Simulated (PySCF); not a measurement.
A structure optimised at PBE-D3(BJ)/def2-SVP, used in a PySCF frequency run:

```xyz
11

C      0.3959    -3.3788     0.0000
C     -0.1449    -2.2753     0.0000
Si    -0.9225    -0.6095     0.0000
C      0.4343     0.7049     0.0000
C      1.7611     0.4850     0.0000
Cl    -0.2178     2.3412     0.0000
H      0.8657    -4.3542     0.0000
H     -1.7766    -0.4418     1.2229
H     -1.7766    -0.4418    -1.2229
H      2.4935     1.3079     0.0000
H      2.1332    -0.5519     0.0000
```
Charge 0, spin multiplicity 1.

Task: Write its SMILES, formula and point group.

Result: C#C[SiH2]C(=C)Cl, C4H5ClSi, Cs

Task: What are its rotational constants (standard atomic weights)?

Result: 5.7316, 1.1568, 0.97372 GHz
